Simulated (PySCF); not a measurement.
CH₄Zn (SMILES [CH3][ZnH]), singlet, at a GFN2-xTB geometry (such geometries of metal compounds can be far from the true shape), with bond 6-3 at 1.4 times its length; CASSCF(6,5)/6-31G* run with PySCF.

PySCF was given this input:
```python
from pyscf import gto, scf, mcscf
import numpy

mol = gto.Mole()
mol.atom = '''
    Zn   -0.390010   -0.205606   -0.056510
    H    -1.729324   -0.942200   -0.251191
    C     1.370002    0.726254    0.198587
    H     1.850691    0.454272    1.135079
    H     1.277037    1.809194    0.208188
    H     2.366631    0.394656   -0.903048
'''
mol.basis = '6-31g*'
mol.charge = 0
mol.spin = 0
mol.verbose = 4
mol.build()

mf = scf.RHF(mol)
mf.kernel()
mc = mcscf.CASSCF(mf, 5, 6)
mc.fix_spin_(ss=0.0)
mc.kernel()
occ = numpy.linalg.eigvalsh(mc.fcisolver.make_rdm1(mc.ci, mc.ncas, mc.nelecas))[::-1]
ss = mc.fcisolver.spin_square(mc.ci, mc.ncas, mc.nelecas)[0]
print('natural occupations', occ.round(4), ' <S^2>', round(ss, 4))
```

Output, abridged:

```
PySCF version 2.14.0

[INPUT] verbose = 4
[INPUT] num. atoms = 6
[INPUT] num. electrons = 40
[INPUT] charge = 0
[INPUT] spin (= nelec alpha-beta = 2S) = 0
[INPUT] symmetry False subgroup None
[INPUT] Mole.unit = angstrom
[INPUT] Symbol           X                Y                Z      unit          X                Y                Z       unit  Magmom
[INPUT]  1 Zn    -0.390010000000  -0.205606000000  -0.056510000000 AA   -0.737012085842  -0.388539029567  -0.106788423299 Bohr   0.0
[INPUT]  2 H     -1.729324000000  -0.942200000000  -0.251191000000 AA   -3.267948740637  -1.780499954565  -0.474682194956 Bohr   0.0
[INPUT]  3 C      1.370002000000   0.726254000000   0.198587000000 AA    2.588928570106   1.372421156870   0.375275041899 Bohr   0.0
[INPUT]  4 H      1.850691000000   0.454272000000   1.135079000000 AA    3.497299131197   0.858449666058   2.144988439745 Bohr   0.0
[INPUT]  5 H      1.277037000000   1.809194000000   0.208188000000 AA    2.413250180936   3.418881166206   0.393418302421 Bohr   0.0
[INPUT]  6 H      2.366631000000   0.394656000000  -0.903048000000 AA    4.472284427906   0.745791753416  -1.706513397336 Bohr   0.0

nuclear repulsion = 85.2382576827805
number of shells = 26
number of NR pGTOs = 140
number of NR cGTOs = 56
basis = 6-31g*
ecp = {}

******** <class 'pyscf.scf.hf.RHF'> ********
method = RHF
initial guess = minao
damping factor = 0
level_shift factor = 0
DIIS = <class 'pyscf.scf.diis.CDIIS'>
diis_start_cycle = 1
diis_space = 8
diis_damp = 0
SCF conv_tol = 1e-09
SCF conv_tol_grad = None
SCF max_cycles = 50
direct_scf = True
direct_scf_tol = 1e-13
Set gradient conv threshold to 3.16228e-05
Initial guess from minao.
init E= -1816.92783220637
  HOMO = -0.260820607456373  LUMO = 0.023932945445392  gap/eV = 7.74854
cycle= 1 E= -1817.56678780197  delta_E= -0.639  |g|=  0.2  |ddm|= 1.72
  HOMO = -0.362063644621093  LUMO = 0.0686984629156958  gap/eV = 11.72163
cycle= 2 E= -1817.58824231501  delta_E= -0.0215  |g|= 0.069  |ddm|= 0.338
  HOMO = -0.373029336424474  LUMO = 0.0689727188556854  gap/eV = 12.02749
cycle= 3 E= -1817.59036269216  delta_E= -0.00212  |g|= 0.0398  |ddm|= 0.135
  HOMO = -0.371915598463286  LUMO = 0.0696536278967733  gap/eV = 12.01571
cycle= 4 E= -1817.59064529337  delta_E= -0.000283  |g|= 0.00527  |ddm|= 0.0341
  HOMO = -0.371789999090787  LUMO = 0.0694771048176241  gap/eV = 12.00749
cycle= 5 E= -1817.59065977052  delta_E= -1.45e-05  |g|= 0.00187  |ddm|= 0.0105
  HOMO = -0.372390448997039  LUMO = 0.0693760375865781  gap/eV = 12.02108
cycle= 6 E= -1817.5906619727  delta_E= -2.2e-06  |g|= 0.000615  |ddm|= 0.00393
  HOMO = -0.372362833474667  LUMO = 0.0693797846675117  gap/eV = 12.02043
cycle= 7 E= -1817.59066225214  delta_E= -2.79e-07  |g|= 0.000155  |ddm|= 0.00127
  HOMO = -0.372387464216928  LUMO = 0.0693756624261874  gap/eV = 12.02099
cycle= 8 E= -1817.59066227705  delta_E= -2.49e-08  |g|= 2.81e-05  |ddm|= 0.000414
  HOMO = -0.372388691226972  LUMO = 0.0693745414262533  gap/eV = 12.02099
cycle= 9 E= -1817.59066227788  delta_E= -8.27e-10  |g|= 6.38e-06  |ddm|= 8.86e-05
  HOMO = -0.372389463623945  LUMO = 0.0693746750034513  gap/eV = 12.02101
Extra cycle  E= -1817.59066227791  delta_E= -3.59e-11  |g|= 2.98e-06  |ddm|= 1.28e-05
converged SCF energy = -1817.59066227791

******** <class 'pyscf.mcscf.mc1step.CASSCF'> ********
CAS (3e+3e, 5o), ncore = 17, nvir = 34
max_cycle_macro = 50
max_cycle_micro = 4
conv_tol = 1e-07
conv_tol_grad = None
orbital rotation max_stepsize = 0.02
orbital rotation threshold for CI restart = 0.01
augmented hessian ah_max_cycle = 30
augmented hessian ah_conv_tol = 1e-12
augmented hessian ah_linear dependence = 1e-14
augmented hessian ah_level shift = 1e-08
augmented hessian ah_start_tol = 2.5
augmented hessian ah_start_cycle = 3
augmented hessian ah_grad_trust_region = 3
kf_trust_region = 3
kf_interval = 4
ci_response_space = 4
ci_grad_trust_region = 3
with_dep4 0
natorb = False
canonicalization = True
sorting_mo_energy = False
ao2mo_level = 2
internal_rotation = False
******** <class 'pyscf.fci.addons.SpinPenaltyFCISolver'> ********
max. cycles = 50
conv_tol = 1e-08
davidson only = True
linear dependence = 1e-12
level shift = 0.001
max iter space = 12
nroots = 1
pspace_size = 400
spin = None
CASCI E = -1817.59174464313  S^2 = 0.0000000
Set conv_tol_grad to 0.000316228
macro iter   1 ( 21 JK    4 micro), CASSCF E = -1817.59454228748  dE = -2.79764435e-03  S^2 = 0.0000000
               |grad[o]|=0.00297  |grad[c]|=0.0121  |ddm|=0.0152  |maxRot[o]|=0.285
macro iter   2 ( 21 JK    4 micro), CASSCF E = -1817.60686949561  dE = -1.23272081e-02  S^2 = 0.0000000
               |grad[o]|=0.011  |grad[c]|=0.0197  |ddm|=0.0291  |maxRot[o]|= 0.31
macro iter   3 ( 21 JK    4 micro), CASSCF E = -1817.61936052505  dE = -1.24910294e-02  S^2 = 0.0000000
               |grad[o]|=0.0244  |grad[c]|=0.0154  |ddm|=0.0268  |maxRot[o]|=0.311
macro iter   4 ( 21 JK    4 micro), CASSCF E = -1817.62349539448  dE = -4.13486943e-03  S^2 = 0.0000000
               |grad[o]|=0.0133  |grad[c]|=0.0124  |ddm|=0.0129  |maxRot[o]|=0.287
macro iter   5 ( 21 JK    4 micro), CASSCF E = -1817.63218018072  dE = -8.68478624e-03  S^2 = 0.0000000
               |grad[o]|=0.0148  |grad[c]|=0.0157  |ddm|=0.0158  |maxRot[o]|=0.293
macro iter   6 ( 21 JK    4 micro), CASSCF E = -1817.63444341823  dE = -2.26323752e-03  S^2 = 0.0000000
               |grad[o]|=0.0137  |grad[c]|=0.0103  |ddm|=0.00701  |maxRot[o]|=0.149
macro iter   7 (  7 JK    2 micro), CASSCF E = -1817.63478841540  dE = -3.44997166e-04  S^2 = 0.0000000
               |grad[o]|=0.00644  |grad[c]|=0.00541  |ddm|=0.00665  |maxRot[o]|=0.0698
macro iter   8 (  7 JK    2 micro), CASSCF E = -1817.63494929918  dE = -1.60883784e-04  S^2 = 0.0000000
               |grad[o]|=0.00336  |grad[c]|=0.0125  |ddm|=0.0067  |maxRot[o]|=0.0644
macro iter   9 ( 17 JK    4 micro), CASSCF E = -1817.63492995178  dE =  1.93473979e-05  S^2 = 0.0000000
               |grad[o]|=0.00208  |grad[c]|=0.0163  |ddm|=0.00227  |maxRot[o]|=0.0697
macro iter  10 ( 21 JK    4 micro), CASSCF E = -1817.63493579334  dE = -5.84156032e-06  S^2 = 0.0000000
               |grad[o]|=0.00108  |grad[c]|=0.00173  |ddm|=0.000719  |maxRot[o]|=0.00807
macro iter  11 (  7 JK    2 micro), CASSCF E = -1817.63498809929  dE = -5.23059482e-05  S^2 = 0.0000000
               |grad[o]|=0.000721  |grad[c]|=0.00421  |ddm|=0.002  |maxRot[o]|=0.0377
macro iter  12 (  5 JK    2 micro), CASSCF E = -1817.63500443679  dE = -1.63374959e-05  S^2 = 0.0000000
               |grad[o]|=0.00043  |grad[c]|=0.00167  |ddm|=0.000649  |maxRot[o]|=0.0222
macro iter  13 (  4 JK    2 micro), CASSCF E = -1817.63500765280  dE = -3.21600851e-06  S^2 = 0.0000000
               |grad[o]|=0.000255  |grad[c]|=0.000296  |ddm|=0.000203  |maxRot[o]|=0.0086
macro iter  14 (  3 JK    1 micro), CASSCF E = -1817.63500915638  dE = -1.50358233e-06  S^2 = 0.0000000
               |grad[o]|=0.000184  |grad[c]|=0.000456  |ddm|=0.000183  |maxRot[o]|=0.0108
macro iter  15 (  3 JK    1 micro), CASSCF E = -1817.63500916472  dE = -8.33870217e-09  S^2 = 0.0000000
               |grad[o]|=5.52e-05  |grad[c]|=6.02e-05  |ddm|=4.7e-05  |maxRot[o]|=0.000152
1-step CASSCF converged in  15 macro (200 JK  44 micro) steps
CASSCF canonicalization
Density matrix diagonal elements [1.97900412 1.95594301 1.97401809 0.06354053 0.02749425]
CASSCF energy = -1817.63500916472
CASCI E = -1817.63500916472  E(CI) = -7.10463424890918  S^2 = 0.0000000
natural occupations [1.9985 1.9749 1.9359 0.0646 0.0261]  <S^2> 0.0
```
